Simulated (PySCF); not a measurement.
Computed shifts of a molecule C5H9Cl, PBE0/pcSseg-1 run with PySCF, GIAO, gas phase, atoms alike by connectivity averaged where their shifts nearly agree, in ppm (number of nuclei): ¹³C: 144.9 (1), 136.0 (1), 36.3 (1), 29.8 (1), 20.2 (1). ¹H: 6.50 (1), 6.35 (1), 3.14 (1), 2.20 (1), 1.79 (1), 1.69 (1), 1.60 (3). References: ¹³C against TMS (σ = 186.3 ppm); ³⁵Cl against HCl (σ = 945.9 ppm); ¹H against TMS (σ = 31.56 ppm), references at their B3LYP-D3(BJ)/def2-TZVP geometries, non-relativistic (without spin–orbit terms, shifts of atoms bonded to Cl or Br come out too high). Geometry optimised at PBE-D3(BJ)/def2-SVP. Other conformers were not sampled.

Question: Identify the compound among the candidates.
(A) CCC/C=C\Cl
(B) CC/C(C)=C/Cl
(C) C/C=C(\Cl)CC
(D) C=CC[C@H](C)Cl

Answer: A, CCC/C=C\Cl
